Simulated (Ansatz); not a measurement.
F$_{3}$Ga, charge +1, doublet, geometry from GFN2-xTB (such geometries of metal compounds can be far from the true shape) (a state made from the parent by changing its charge; the spin is typed, not shown lowest). Base run: B3LYP/def2-SVP (Ansatz, an electronic-structure program).

Input for Ansatz:
Ansatz 0.2 input:
```yaml
crystal:
  periodic: [false, false, false]
  atoms:
    - {symbol: Ga, position_ang: [-0.00002990, -0.01197992, 0.00514158]}
    - {symbol: F, position_ang: [-1.55495041, -0.93415618, 0.03901092]}
    - {symbol: F, position_ang: [0.00412815, 1.65379032, -0.70977933]}
    - {symbol: F, position_ang: [1.55092526, -0.67836996, 0.65305851]}
basis:
  gaussian:
    orbitals: def2-SVP
hamiltonian:
  xc: b3lyp
total_charge: 1
magnetization: {spin_polarized: true, initial_magnetization: 1}
```

Each row names what was changed in the base input (with any setting that the change needs).

| change | ΔE vs base (mEh) |
|---|---|
| base | 0.000 |
| lower_state_search = off | 0.000 |
| accuracy = high | -0.004 |
| forces = on | 0.000 |
| point_charge = charge:-1.0 position_ang:-2.1094, 1.3946, -4.107 | -113.1 |
| lower_state_search = light | 0.000 |
| point_charge = charge:0.5 position_ang:-0.5959, -0.3329, -4.7723 | 55.612 |
| final_grid = 10, 20, 41 | 0.001 |
| final_grid = 6, 12, 29 | -0.008 |
| fitting.mean_field = cc-pVTZ-JKFIT | -0.096 |
| point_charge = charge:1.0 position_ang:-2.0263, -1.9702, 3.8955 | 107.7 |
